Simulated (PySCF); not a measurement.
BHClBr, SMILES B(Br)Cl. Geometry: PBE-D3(BJ)/def2-TZVP.

Computed equilibrium geometry at PBE-D3(BJ)/def2-TZVP (PySCF confirms it by a frequency run) as bond lengths and angles, and its point group:
point group Cs.
Atoms: B1 H2 Cl3 Br4. Bonded distances (Å): B1–H2 1.193, B1–Cl3 1.739, B1–Br4 1.907. Bond angles (°): H2–B1–Cl3 120.0, H2–B1–Br4 118.9, Cl3–B1–Br4 121.1.
